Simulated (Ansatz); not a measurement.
Consider the redistribution: `CC1=CC(C(F)(F)F)=[O+][Ti-]([F])([F])([Cl])[O]1` + `CB(C)Cl` → `CC1=CC(C(F)(F)F)=[O+][Ti-]([F])([Cl])([Cl])[O]1` + `CB(C)F`.

Isolated molecules relaxed with PBE0-D4/def2-TZVP in Ansatz; ΔE leaves out vibrations. CCSD(T)/CBS adds triple-zeta CCSD(T) − MP2 to the extrapolated MP2 energy (def2 sets, frozen cores). Functionals use def2-TZVPP. For Ti outer-core shells are correlated without core-valence functions, which leaves a few kJ/mol of doubt a bond. Scalar relativity is left out up to krypton.

| level | ΔE (kJ/mol) |
| --- | --- |
| r2SCAN0 | -21.2 |
| BHLYP | -23.2 |
| MP2/def2-SVP | -18.4 |
| SCS-MP2/def2-TZVPP | -22.2 |

(1) What does CCSD(T)/CBS give? (Best estimate.)

Largest T1 diagnostic among the species: 0.021, so the coupled-cluster value is less sure than usual.

Results:

(1) Ansatz gave: -23.3 kJ/mol. The listed levels differ from it by 2.1, 0.1, 4.9, 1.1 kJ/mol.

Leaving LDA and LC-ωPBE aside and taking each functional with its dispersion term where it has one, the values, not all of them listed here, spread over 13.0 kJ/mol, from B2PLYP to ωB97X-V. LDA lies −3.7 kJ/mol from PBE without D4. At CCSD(T), def2-SVP lies +5.8 kJ/mol from the extrapolated value and def2-TZVPP +1.8 kJ/mol.
